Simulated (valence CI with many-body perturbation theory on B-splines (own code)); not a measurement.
## I20+: calculated level list

Level of theory: configuration interaction combined with many-body perturbation theory (CI+MBPT): five valence electrons over a frozen Dirac-Fock core [Ar] 3d10, radial functions for each j: 11 s, 11 p, 10 d, 8 f, 5 g, 2 h, with the one-electron correlation potential Σ1, the two-electron term Σ2, the three-electron term Σ3, Breit, model QED; selected CI, second order for the rest, scaled by the run's own slope (own B-spline code, finite nucleus).

No measured levels were compared; by estimate levels hold to about 250 cm⁻¹ or 0.2 % of their energy and the worst to 1 %, as in measured heavy ions of charge 2 to 7; those with d or f electrons hold less well. Among the levels kept, up to 2100 cm⁻¹ of a level comes from second order outside the variational space, and about a tenth of that is noise between levels of different J, which matters for small intervals.

Levels 91 to 135 of 168, with energies above the lowest level, 4s2 4p3 4S°_3/2. "Leading %" is the weight of the configuration and term that name the level; weights of strongly mixed levels are sums over their largest components and can fall short. Lifetimes count E1, E2, E3, M1 and M2 decay at the calculated energies, and are blank where another channel may lead or the interval is too uncertain; long ones can be off by a factor of two.

| No. | Configuration | Term | J | E (cm⁻¹) | Leading % | g | Lifetime |
| --- | --- | --- | --- | --- | --- | --- | --- |
| 91 | 4s 4p3 4d | 2F° | 5/2 | 1389600 | 51 | 0.988 | 20.7 ps |
| 92 | 4s 4p3 4d | 2P° | 3/2 | 1391400 | 30 | 1.270 | 4.26 ps |
| 93 | 4s 4p3 4d | 4D° | 3/2 | 1400300 | 42 | 1.120 | 3.48 ps |
| 94 | 4s 4p3 4d | 4D° | 1/2 | 1404000 | 61 | 0.220 | 2.94 ps |
| 95 | 4s 4p3 4d | 4P° | 1/2 | 1405900 | 42 | 1.596 | 3.43 ps |
| 96 | 4s2 4p 4d2 | 4G° | 5/2 | 1412100 | 38 | 0.798 | 11.3 ps |
| 97 | 4s 4p3 4d | 2P° | 1/2 | 1419400 | 51 | 0.807 | 4.53 ps |
| 98 | 4s 4p3 4d | 2G° | 9/2 | 1421900 | 37 | 1.206 | 33.7 ps |
| 99 | 4s 4p3 4d | 2D° | 3/2 | 1423400 | 47 | 1.054 | 6.50 ps |
| 100 | 4s 4p3 4d | 2D° | 5/2 | 1423700 | 33 | 1.142 | 3.53 ps |
| 101 | 4s 4p3 4d | 2F° | 5/2 | 1430000 | 18 | 1.100 | 8.28 ps |
| 102 | 4s2 4p 4d2 | 4G° | 7/2 | 1445000 | 38 | 1.071 | 24.7 ps |
| 103 | 4s 4p3 4d | 2F° | 5/2 | 1448400 | 34 | 1.025 | 6.05 ps |
| 104 | 4s 4p3 4d | 2D° | 3/2 | 1453300 | 31 | 0.989 | 3.07 ps |
| 105 | 4s 4p3 4d | 2F° | 7/2 | 1457600 | 35 | 1.173 | 16.5 ps |
| 106 | 4s 4p3 4d | 2S° | 1/2 | 1465500 | 40 | 1.721 | 3.12 ps |
| 107 | 4s 4p3 4d | 2P° | 3/2 | 1470300 | 44 | 1.312 | 2.74 ps |
| 108 | 4s2 4p 4d2 | 4G° | 7/2 | 1472600 | 30 | 1.111 | 9.74 ps |
| 109 | 4s 4p3 4d | 2D° | 5/2 | 1472700 | 23 | 1.048 | 3.83 ps |
| 110 | 4s2 4p 4d2 | 4G° | 5/2 | 1477000 | 19 | 0.983 | 4.37 ps |
| 111 | 4s 4p3 4d | 2F° | 7/2 | 1486200 | 52 | 1.155 | 2.46 ps |
| 112 | 4s2 4p 4d2 | 4G° | 9/2 | 1487600 | 32 | 1.078 | 16.9 ps |
| 113 | 4s 4p3 4d | 2P° | 3/2 | 1488200 | 25 | 1.067 | 5.67 ps |
| 114 | 4s2 4p2 4f | 4G° | 5/2 | 1501000 | 23 | 0.941 | 3.41 ps |
| 115 | 4s2 4p 4d2 | 4D° | 1/2 | 1502600 | 76 | 0.277 | 5.05 ps |
| 116 | 4s2 4p 4d2 | 4D° | 3/2 | 1502700 | 13 | 1.020 | 6.26 ps |
| 117 | 4s2 4p 4d2 | 4G° | 9/2 | 1503600 | 33 | 1.073 | 44.1 ps |
| 118 | 4s 4p3 4d | 2F° | 7/2 | 1508600 | 47 | 1.195 | 9.55 ps |
| 119 | 4s2 4p 4d2 | 2F° | 7/2 | 1515600 | 20 | 1.199 | 10.5 ps |
| 120 | 4s2 4p 4d2 | 4P° | 1/2 | 1521600 | 32 | 1.454 | 3.02 ps |
| 121 | 4s 4p3 4d | 2D° | 5/2 | 1523100 | 40 | 1.146 | 9.09 ps |
| 122 | 4s 4p3 4d | 2D° | 3/2 | 1524700 | 18 | 1.029 | 3.38 ps |
| 123 | 4s2 4p 4d2 | 4D° | 3/2 | 1528200 | 29 | 0.981 | 3.09 ps |
| 124 | 4s 4p3 4d | 2P° | 1/2 | 1528500 | 28 | 1.245 | 3.08 ps |
| 125 | 4s2 4p2 4f | 2D° | 5/2 | 1530500 | 18 | 1.080 | 3.46 ps |
| 126 | 4s 4p3 4d | 2D° | 5/2 | 1535500 | 12 | 1.051 | 3.79 ps |
| 127 | 4s2 4p2 4f | 4G° | 11/2 | 1537300 | 30 | 1.199 | 101 ps |
| 128 | 4s2 4p 4d2 | 2D° | 3/2 | 1545800 | 23 | 1.004 | 4.02 ps |
| 129 | 4s2 4p2 4f | 4G° | 7/2 | 1549000 | 26 | 1.089 | 3.76 ps |
| 130 | 4s2 4p 4d2 | 4D° | 5/2 | 1550700 | 35 | 1.245 | 3.65 ps |
| 131 | 4s2 4p2 4f | 4G° | 9/2 | 1555800 | 36 | 1.190 | 4.82 ps |
| 132 | 4s2 4p 4d2 | 4P° | 3/2 | 1559300 | 56 | 1.569 | 3.38 ps |
| 133 | 4s2 4p2 4f | 2G° | 7/2 | 1564200 | 50 | 1.027 | 4.58 ps |
| 134 | 4s 4p3 4d | 2P° | 1/2 | 1568000 | 47 | 0.805 | 2.92 ps |
| 135 | 4s2 4p2 4f | 4F° | 3/2 | 1568200 | 38 | 0.777 | 3.31 ps |

Names give the largest LS component (configuration and term), which can be under half, so a name can repeat, a term be missing and a line seem to break the LS rules; names also repeat where a configuration has a term twice.

Where two levels of one J and parity lie close, their mixing, g and order are uncertain.
